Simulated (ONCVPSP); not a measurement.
# PBEsol ONCV dataset for Cu, scalar-relativistic all-electron reference.

The input file (ONCVPSP 4.0.1):

```
# ATOM AND REFERENCE CONFIGURATION
# atsym  z   nc   nv     iexc    psfile
  Cu 29.00    3    4  -116133      upf
#
#   n    l    f
    1    0    2.00
    2    0    2.00
    2    1    6.00
    3    0    2.00
    3    1    6.00
    3    2   10.00
    4    0    1.00
#
# PSEUDOPOTENTIAL AND OPTIMIZATION
# lmax
    2
#
#   l,   rc,      ep,       ncon, nbas, qcut
    0    1.05    0.00    5    9   11.50
    1    1.00    0.00    4    8   10.60
    2    1.00    0.00    4    9   14.20
#
# LOCAL POTENTIAL
# lloc, lpopt,  rc(5),   dvloc0
    2    5    1.00    0.00
#
# VANDERBILT-KLEINMAN-BYLANDER PROJECTORs
# l, nproj, debl
    0    2    1.50
    1    2    0.40
    2    0    2.20
#
# MODEL CORE CHARGE
# icmod, fcfact, rcfact
    4    0.40    0.00
#
# LOG DERIVATIVE ANALYSIS
# epsh1, epsh2, depsh
   -6.00    5.00    0.04
#
# OUTPUT GRID
# rlmax, drl
    6.00    0.01
#
# TEST CONFIGURATIONS
# ncnf
    4
# nvcnf
#   n    l    f
    4
    3    0    2.00
    3    1    6.00
    3    2   10.00
    4    0    0.00
#
    4
    3    0    2.00
    3    1    6.00
    3    2    9.00
    4    0    0.00
#
    4
    3    0    2.00
    3    1    6.00
    3    2    8.00
    4    0    0.00
#
    4
    3    0    1.00
    3    1    6.00
    3    2   10.00
    4    0    1.00
#
```

Command:

```bash
oncvpsp.x < Cu.dat > Cu.out
```

Resulting log (shortened: citation, most of the input echo, consistency checks and plot data are left out):

```
ONCVPSP  (Optimized Norm-Conservinng Vanderbilt PSeudopotential)
scalar-relativistic version 4.0.1

#   n    l    f        energy (Ha)
    1    0    2.00    -3.2497347E+02
    2    0    2.00    -3.9007500E+01
    2    1    6.00    -3.3677990E+01
    3    0    2.00    -4.2042910E+00
    3    1    6.00    -2.6459231E+00
    3    2   10.00    -1.8594224E-01
    4    0    1.00    -1.6936025E-01

Reference configufation results
  iterations    41
  all-electron total energy (Ha)   -1.65349048D+03

Begin loop to  construct optimized pseudo wave functions
and semi-local pseudopoentials for all angular momenta

Calculating optimized projector #   1

 for l=   0

    Fraction of norm inside rc  0.891121
    Optimizing pswf for qcut=  11.51 a_B^-1,  ecut=  66.20 Ha
    Residual kinetic energy error=  7.04D-05 Ha

    Energy error per electron        Cutoff
         Ha          eV             Ha
         0.01000     0.27211       43.86
         0.00100     0.02721       54.92
         0.00010     0.00272       64.61
         0.00001     0.00027      190.05

Calculating optimized projector #   2

 for l=   0

    Fraction of norm inside rc  0.023741
    Optimizing pswf for qcut=  11.51 a_B^-1,  ecut=  66.20 Ha
    Residual kinetic energy error=  9.92D-06 Ha

    Energy error per electron        Cutoff
         Ha          eV             Ha
         0.01000     0.27211       26.87
         0.00100     0.02721       44.62
         0.00010     0.00272       56.24
         0.00001     0.00027       66.17

WARNING wellstate: negative energy specified for n= 4 l=  1
WARNING scattering state with energy  0.25000000
WARNING will be used for the first projector

   Wellstate for l =  1  n =  4
     eigenvalue =   0.2500
     asymptotic potential =   0.7500
     half-point radius =  3.5141

Calculating optimized projector #   1

 for l=   1

    Fraction of norm inside rc  0.815140
    Optimizing pswf for qcut=  10.61 a_B^-1,  ecut=  56.27 Ha
    Residual kinetic energy error=  2.05D-05 Ha

    Energy error per electron        Cutoff
         Ha          eV             Ha
         0.01000     0.27211       35.54
         0.00100     0.02721       44.48
         0.00010     0.00272       51.64
         0.00001     0.00027       63.79

Calculating optimized projector #   2

 for l=   1

    Fraction of norm inside rc  0.033924
    Optimizing pswf for qcut=  10.61 a_B^-1,  ecut=  56.27 Ha
    Residual kinetic energy error=  2.66D-06 Ha

    Energy error per electron        Cutoff
         Ha          eV             Ha
         0.01000     0.27211       25.50
         0.00100     0.02721       36.16
         0.00010     0.00272       45.04
         0.00001     0.00027       52.16

Calculating optimized projector #   1

 for l=   2

    Fraction of norm inside rc  0.596907
    Optimizing pswf for qcut=  14.20 a_B^-1,  ecut= 100.82 Ha
    Residual kinetic energy error=  5.81D-05 Ha

    Energy error per electron        Cutoff
         Ha          eV             Ha
         0.01000     0.27211       73.00
         0.00100     0.02721       85.86
         0.00010     0.00272       96.83
         0.00001     0.00027      471.00

Construct Vanderbilt / Kleinmman-Bylander projectors

B matrix Hermiticity error, ll=   0
   1   2    4.3386E-04

  Orthonormal projector coefficients  1.9980E+01 -1.3545E+01

B matrix Hermiticity error, ll=   1
   1   2    3.4056E-04

  Orthonormal projector coefficients  1.1730E+01 -4.9979E+00

Model core correction analysis
  based on d2Exc/dn_idn_j

d2excae - all-electron derivatives

   -4.240909D-02   -3.944669D-02   -2.751166D-02   -1.532318D-03
   -3.944685D-02   -3.792420D-02   -2.718616D-02   -1.868360D-03
   -2.751200D-02   -2.718637D-02   -2.463616D-02   -7.531538D-03
   -1.532249D-03   -1.868159D-03   -7.528075D-03   -3.748604D-02

d2excps - pseudofunction derivatives with no core correction

   -4.448514D-02   -4.126209D-02   -3.054950D-02   -1.688892D-03
   -4.126237D-02   -3.940578D-02   -3.017098D-02   -1.979853D-03
   -3.054986D-02   -3.017117D-02   -2.627522D-02   -7.636930D-03
   -1.688753D-03   -1.979653D-03   -7.633471D-03   -3.749611D-02

rms 2nd derivative error    1.805458E-03

rmatch, rhocmatch    0.3521   76.6363

Coarse scan for minimum error
  matrix elements: rms 2nd-derivative errors (mHa)
  column index : amplitude prefactor to rhocmatch
  row index : scale prefactor to rmatch

         1.500  2.000  2.500  3.000  3.500  4.000  4.500  5.000  5.500  6.000

  1.0    1.562  1.535  1.516  1.501  1.490  1.481  1.474  1.467  1.462  1.457
  1.1    1.471  1.426  1.396  1.375  1.360  1.348  1.339  1.331  1.325  1.319
  1.2    1.369  1.310  1.274  1.251  1.236  1.227  1.220  1.216  1.214  1.212
  1.3    1.263  1.199  1.166  1.152  1.148  1.150  1.156  1.165  1.175  1.187
  1.4    1.162  1.110  1.099  1.110  1.133  1.162  1.195  1.231  1.268  1.305
  1.5    1.082  1.067  1.103  1.162  1.231  1.304  1.379  1.453  1.527  1.600
  1.6    1.041  1.098  1.207  1.333  1.462  1.589  1.713  1.833  1.949  2.061
  1.7    1.065  1.225  1.424  1.625  1.820  2.005  2.181  2.348  2.508  2.660
  1.8    1.172  1.452  1.744  2.023  2.284  2.529  2.758  2.974  3.178  3.372
  1.9    1.366  1.766  2.152  2.508  2.837  3.141  3.425  3.690  3.939  4.175

Nelder-Mead iteration
 converged in  52 steps
amplitude prefactor, scale prefactor
    0.0885    4.7494

Optimized Teter model core charge

d2excps - pseudofunction derivatives with core correction

   -4.169342D-02   -3.875051D-02   -2.871035D-02   -1.581490D-03
   -3.875068D-02   -3.704437D-02   -2.828029D-02   -1.850419D-03
   -2.871059D-02   -2.828045D-02   -2.442838D-02   -7.295568D-03
   -1.581436D-03   -1.850235D-03   -7.292505D-03   -3.701843D-02

rms 2nd derivative error    7.027491E-04

Pseudoatom total energy -196.324793

Diagnostic tests using Vanderbilt-Kleinman-Bylander pseudopotentials
  1 or more projectors used as specified by nproj input data

   l    rcore       rmatch      e in        delta e   norm test  slope test

   0   1.0520890   1.0840327  -4.2042910   0.0000546   0.9996182   0.9996293
   0   1.0520890   1.0840327  -0.1693602   0.0000083   1.0000920   1.0000755

   1   1.0029254   1.0333764  -2.6459231  -0.0000364   1.0002563   1.0002823
   1   1.0029254   1.0333764   0.2500000  -0.0000064   1.0003516   1.0003516

   2   1.0029254   1.0333764  -0.1859422  -0.0000004   0.9999740   0.9999783

 Testing for bound ghosts
   n   l    E NL Schr. Eq   E Basis Diag.   E Cutoff

       0                       -5.666300    315.99  WARNING - GHOST(-)
   1   0       -4.204236       -4.204213    315.99
   2   0       -0.169352        0.190542    315.99

   2   1       -2.645960       -2.645624    301.29

 Testing for highly-localized positive-energy ghosts
       l    <radius>/rc     E Basis Diag.   E Cutoff

Test configuration 0

   n   l     f        eae           eps        diff
   1   0  2.0000 -324.97347039
   2   0  2.0000  -39.00749990
   2   1  6.0000  -33.67798976
   3   0  2.0000   -4.20429104   -4.20423639    5.46D-05
   3   1  6.0000   -2.64592314   -2.64595952   -3.64D-05
   3   2 10.0000   -0.18594224   -0.18594265   -4.10D-07
   4   0  1.0000   -0.16936025   -0.16935196    8.29D-06

    Total energies and differences
      AE_ref= -1.65349048D+03  AE_tst= -1.65349048D+03  dif=  0.00D+00
      PS_ref= -1.96324793D+02  PS_tst= -1.96324793D+02  dif=  3.69D-13
      PSP excitation error= -3.69D-13

Test configuration 1

   n   l     f        eae           eps        diff
   1   0  2.0000 -325.28907822
   2   0  2.0000  -39.31314948
   2   1  6.0000  -33.98450218
   3   0  2.0000   -4.51954537   -4.51971398   -1.69D-04
   3   1  6.0000   -2.96243084   -2.96271691   -2.86D-04
   3   2 10.0000   -0.50135177   -0.50222786   -8.76D-04

    Total energies and differences
      AE_ref= -1.65349048D+03  AE_tst= -1.65319260D+03  dif=  2.98D-01
      PS_ref= -1.96324793D+02  PS_tst= -1.96026344D+02  dif=  2.98D-01
      PSP excitation error= -5.71D-04

Test configuration 2

   n   l     f        eae           eps        diff
   1   0  2.0000 -325.91458699
   2   0  2.0000  -39.95090070
   2   1  6.0000  -34.62084051
   3   0  2.0000   -5.14282741   -5.14758007   -4.75D-03
   3   1  6.0000   -3.58067272   -3.58549353   -4.82D-03
   3   2  9.0000   -1.08797326   -1.09268391   -4.71D-03

    Total energies and differences
      AE_ref= -1.65349048D+03  AE_tst= -1.65240935D+03  dif=  1.08D+00
      PS_ref= -1.96324793D+02  PS_tst= -1.95240437D+02  dif=  1.08D+00
      PSP excitation error= -3.22D-03

Test configuration 3

psatom: WARNING lschvkbb convergence error n,l,iter=   3   2   3
ea(ii),et,emin,emax -1.859427E-01 -2.045369E-01 -2.045369E-01 -2.045369E-01
run_config: WARNING for fully non-local PS atom, stg. 1
 WARNING no output for configuration 4

Test configuration 4

   n   l     f        eae           eps        diff
   1   0  2.0000 -325.71601142
   2   0  2.0000  -39.63361804
   2   1  6.0000  -34.31394406
   3   0  1.0000   -4.79119894   -4.79461646   -3.42D-03
   3   1  6.0000   -3.22747311   -3.22994246   -2.47D-03
   3   2 10.0000   -0.72960754   -0.73304363   -3.44D-03
   4   0  1.0000   -0.50233903   -0.50241612   -7.71D-05

    Total energies and differences
      AE_ref= -1.65349048D+03  AE_tst= -1.64900899D+03  dif=  4.48D+00
      PS_ref= -1.96324793D+02  PS_tst= -1.91840764D+02  dif=  4.48D+00
      PSP excitation error= -2.54D-03
```

Note: ghosts flagged at negative energy: s at -154.2 eV; no localised positive-energy state flagged. A true bound ghost makes a file unfit for plane-wave use.

The run took about 22 s on one core of a shared server CPU.
